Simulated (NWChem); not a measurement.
All runs are NWChem calculations. System: SZn, charge 0, spin multiplicity 1, at a geometry optimised with B3LYP/def2-SVP. The structure started from a generated list of species. Level: MP2/def2-TZVP, 14 core orbitals frozen.

The NWChem input:

```
start mol
memory heap 200 mb stack 900 mb global 1100 mb
geometry units angstroms nocenter noautoz
  Zn     0.000000     0.000000     0.721502
  S      0.000000     0.000000    -1.352816
  symmetry group C2v
end
basis spherical
  * library def2-tzvp
end
scf
  rhf
  nopen 0
  maxiter 100
  thresh 1e-7
  semidirect memsize 60000000 filesize 0
end
mp2
  freeze core 14
end
task mp2 energy
```

Output (cleaned and shortened):

```
             Northwest Computational Chemistry Package (NWChem) 7.3.0
             --------------------------------------------------------

                                NWChem Input Module
                                -------------------

 Scaling coordinates for geometry "geometry" by  1.889725989
 (inverse scale =  0.529177249)

 Turning off AUTOSYM since
 SYMMETRY directive was detected!

                             Geometry "geometry" -> ""
                             -------------------------

 Output coordinates in angstroms (scale by  1.889725989 to convert to a.u.)

  No.       Tag          Charge          X              Y              Z
 ---- ---------------- ---------- -------------- -------------- --------------
    1 Zn                  30.0000     0.00000000     0.00000000     0.72150200
    2 S                   16.0000     0.00000000     0.00000000    -1.35281600

 Effective nuclear repulsion energy (a.u.)     122.4523334994

            Nuclear Dipole moment (a.u.)
            ----------------------------
        X                 Y               Z
 ---------------- ---------------- ----------------
     0.0000000000     0.0000000000     0.0000075589

      Symmetry information
      --------------------

 Group name             C2v
 Group number             16
 Group order               4
 No. of unique centers     2

      Symmetry unique atoms

     1    2


 Summary of "ao basis" -> "" (spherical)
 ------------------------------------------------------------------------------
       Tag                 Description            Shells   Functions and Types
 ---------------- ------------------------------  ------  ---------------------
 *                         def2-tzvp                  on all atoms

 Summary of "ao basis" -> "ao basis" (spherical)
 ------------------------------------------------------------------------------
       Tag                 Description            Shells   Functions and Types
 ---------------- ------------------------------  ------  ---------------------
 Zn                        def2-tzvp                16       48   6s5p4d1f
 S                         def2-tzvp                13       37   5s5p2d1f

                                 NWChem SCF Module
                                 -----------------

  ao basis        = "ao basis"
  functions       =    85
  atoms           =     2
  closed shells   =    23
  open shells     =     0
  charge          =   0.00
  wavefunction    = RHF
  use symmetry    = T
  symmetry adapt  = T

 Summary of "ao basis" -> "ao basis" (spherical)
 ------------------------------------------------------------------------------
       Tag                 Description            Shells   Functions and Types
 ---------------- ------------------------------  ------  ---------------------
 Zn                        def2-tzvp                16       48   6s5p4d1f
 S                         def2-tzvp                13       37   5s5p2d1f

      Symmetry analysis of basis
      --------------------------

        a1         37
        a2          8
        b1         20
        b2         20

 Forming initial guess at       0.1s

      Superposition of Atomic Density Guess
      -------------------------------------

 Sum of atomic energies:       -2175.28656118

      Non-variational initial energy
      ------------------------------

 Total energy =   -2175.453423
 1-e energy   =   -3277.804303
 2-e energy   =     979.898546
 HOMO         =      -0.313717
 LUMO         =      -0.133671
[...]
   Bfn.  Coefficient  Atom+Function         Bfn.  Coefficient  Atom+Function
  ----- ------------  ---------------      ----- ------------  ---------------
    64      0.481807  2 S  py                67      0.370645  2 S  py
    61      0.217344  2 S  py                55     -0.173807  2 S  py

 Vector   24  Occ=0.000000D+00  E=-5.443161D-02  Symmetry=a1
              MO Center= -2.3D-14, -6.5D-15,  1.1D+00, r^2= 4.6D+00
   Bfn.  Coefficient  Atom+Function         Bfn.  Coefficient  Atom+Function
  ----- ------------  ---------------      ----- ------------  ---------------
     6      0.713284  1 Zn s                 68     -0.329478  2 S  pz
    21      0.324975  1 Zn pz                65     -0.248541  2 S  pz
    18      0.200690  1 Zn pz                 5      0.171664  1 Zn s

 Vector   25  Occ=0.000000D+00  E= 5.644068D-02  Symmetry=b2
              MO Center=  5.4D-30, -2.1D-14,  9.5D-01, r^2= 6.6D+00
   Bfn.  Coefficient  Atom+Function         Bfn.  Coefficient  Atom+Function
  ----- ------------  ---------------      ----- ------------  ---------------
    20      0.949945  1 Zn py                67     -0.373531  2 S  py
    17      0.176754  1 Zn py

 Vector   26  Occ=0.000000D+00  E= 5.644068D-02  Symmetry=b1
              MO Center=  6.6D-15,  1.5D-29,  9.5D-01, r^2= 6.6D+00
   Bfn.  Coefficient  Atom+Function         Bfn.  Coefficient  Atom+Function
  ----- ------------  ---------------      ----- ------------  ---------------
    19      0.949945  1 Zn px                66     -0.373531  2 S  px
    16      0.176754  1 Zn px

 center of mass
 --------------
 x =   0.00000000 y =   0.00000000 z =   0.05660529

 moments of inertia (a.u.)
 ------------------
         327.486787843791           0.000000000000           0.000000000000
           0.000000000000         327.486787843791           0.000000000000
           0.000000000000           0.000000000000           0.000000000000

  Mulliken analysis of the total density
  --------------------------------------

    Atom       Charge   Shell Charges
 -----------   ------   -------------------------------------------------------
    1 Zn  30    29.40   2.00  2.00  1.19  0.79  0.73  0.21  5.99  4.77  1.24  0.28  0.16  5.47  3.39  1.10  0.08  0.00
    2 S   16    16.60   2.01  0.49  1.48  1.06  0.86  4.18  1.70  0.85  2.30  1.65  0.01  0.03  0.00

       Multipole analysis of the density wrt the origin
       ------------------------------------------------

     L   x y z        total         open         nuclear
     -   - - -        -----         ----         -------
     0   0 0 0     -0.000000      0.000000     46.000000

     1   1 0 0      0.000000      0.000000      0.000000
     1   0 1 0      0.000000      0.000000      0.000000
     1   0 0 1      2.838383      0.000000      0.000008

     2   2 0 0    -21.364892      0.000000      0.000000
     2   1 1 0      0.000000      0.000000      0.000000
     2   1 0 1     -0.000000      0.000000      0.000000
     2   0 2 0    -21.364892      0.000000      0.000000
     2   0 1 1     -0.000000      0.000000      0.000000
     2   0 0 2    -18.243759      0.000000    160.336260

                   NWChem MP2 Semi-direct Energy/Gradient Module
                   ---------------------------------------------

  Basis functions       =     85
  Molecular orbitals    =     85
  Frozen core           =     14
  Frozen virtuals       =      0
  Active alpha occupied =      9
  Active beta occupied  =      9
  Active alpha virtual  =     62
  Active beta virtual   =     62
  Use MO symmetry       = T
  Use skeleton AO sym   = T

  AO/Fock/Back tols     =   1.0D-09  1.0D-09  1.0D-09

 GA uses MA = F    GA memory limited = T

 Available:
  local mem=  1.26D+08
 global mem=  1.44D+08
 local disk=  0.00D+00
  mp2_memr nvloc                    62
  nvloc new                    62
   1 passes of   9:        4194304                      42627                   6755083.
   1 passes of   9: M    126144154           G      144164750           F     121949850.

 Semi-direct pass number   1 of   1  for RHF alpha+beta  at        2.6s
  vrange nnbf                  3554
  mp2_eaftype                    25  avail_ma_in_mb                  1099
 EAF : mp2_eaftype filesize          25    3377541.
  mp2_eaf for mointskh                     25
Node 0 wrote     15.9 Mb in      0.0 s     Agg I/O rate:   696.6 Mb/s
 Done moints_semi at        6.3s
  mp2_eaftype                    25  avail_ma_in_mb                  1074
 EAF : mp2_eaftype filesize          25    3377541.
  mp2_eaf for kh                    25
 Done maket at        6.4s
 Done multipass loop at        6.4s

          -------------------------------------------
          SCF energy               -2175.300480358674
          Correlation energy          -0.585630132476
          Singlet pairs               -0.294274710506
          Triplet pairs               -0.291355421970
          Total MP2 energy         -2175.886110491150
          -------------------------------------------

          ---------------------------------------------------
                    Spin Component Scaled (SCS) MP2
          Same spin pairs                     -0.194236947980
          Same spin scaling factor             0.333333333333
          Opposite spin pairs                 -0.391393184496
          Opposite spin scaling fact.          1.200000000000
          SCS-MP2 correlation energy          -0.534417470722
          Total SCS-MP2 energy             -2175.834897829396
          ---------------------------------------------------

 -----------------------
 Performance information
 -----------------------

 Timer overhead =  1.24D-07 seconds/call

               Nr. of calls         CPU time (s)                 Wall time (s)                GFlops
             ---------------    -------------------     ------------------------------   -------------------
Name         Min   Avg   Max    Min     Avg     Max     Min     Avg     Max   Mx/calls   Min     Max     Sum
mp2: moin     1     1     1    3.7     3.7     3.7      3.7     3.7     3.7     3.7      0.0     0.0     0.0
mp2: make     1     1     1   9.75E-2 9.75E-2 9.75E-2  9.75E-2 9.75E-2 9.75E-2 9.75E-2   0.0     0.0     0.0
mp2: tota     1     1     1    3.9     3.9     3.9      3.9     3.9     3.9     3.9      0.0     0.0     0.0

 The average no. of pstat calls per process was 3.00D+00
 with a timing overhead of 3.71D-07s

 Task  times  cpu:        6.4s     wall:        6.4s

 Total times  cpu:        6.4s     wall:        6.4s
```
